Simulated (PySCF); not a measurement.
**Input and output**

WO3(H2O) (singlet). PySCF 2.14.0, RKS CAM-B3LYP, W def2-SVP with ECP60, O def2-SVP, H def2-SVP; non-relativistic Hamiltonian with scalar-relativistic core potentials where named; density fitting; no spin-orbit coupling. Purpose: singlet excitations, Tamm-Dancoff CAM-B3LYP.

```python
mol = gto.M(atom='''
W      0.07520    -0.02012     0.02012
O      1.07581     0.94177     1.08103
O     -1.01334    -0.98571     0.98571
O      1.07581    -1.08103    -0.94177
O     -1.11118     1.28613    -1.28613
H     -1.61121     2.04853    -0.93064
H     -1.61121     0.93064    -2.04853''',
    basis={'W': 'def2-SVP', 'O': 'def2-SVP', 'H': 'def2-SVP'},
    ecp={'W': 'def2-SVP'},
    charge=0, spin=0)
mf = dft.RKS(mol, xc='CAMB3LYP')
mf.grids.atom_grid = (50, 194)
mf = mf.density_fit()  # fitting sets: W def2-universal-JKFIT, O def2-universal-JKFIT, H def2-universal-JKFIT
mf.conv_tol = 1e-08; mf.max_cycle = 55
mf.kernel(dm0)  # dm0: converged density of the relaxed state
td = mf.TDA(); td.nstates = 8; td.kernel()
```

Run from Python with OMP_NUM_THREADS=2; the lines above give its settings. Where DIIS fails, smearing, a level shift and second-order steps follow.
It took 39 s on 2 threads of Arm Neoverse V2, on a shared host, from an already converged density.

Where do the frontier levels lie, over both spins?

HOMO -9.28 eV, LUMO -1.43 eV. 

What are the Mulliken charges and spins?


```
atom  charge (e)  spin (e)
  W1       0.981     0.000
  O2      -0.409     0.000
  O3      -0.414     0.000
  O4      -0.409     0.000
  O5      -0.289     0.000
  H6       0.270     0.000
  H7       0.270     0.000
```

Which singlet excitations follow (Tamm-Dancoff, 8 states)?


| state | eV | oscillator strength |
| --- | --- | --- |
| 1 | 4.55 | 0.0001 |
| 2 | 4.81 | 0.0024 |
| 3 | 4.83 | 0.0089 |
| 4 | 4.85 | 0.0091 |
| 5 | 4.98 | 0.0023 |
| 6 | 5.29 | 0.0008 |
| 7 | 5.30 | 0.0121 |
| 8 | 5.55 | 0.0081 |

The geometry was relaxed with PBE (W def2-SVP with ECP60, O def2-SVP, H def2-SVP).
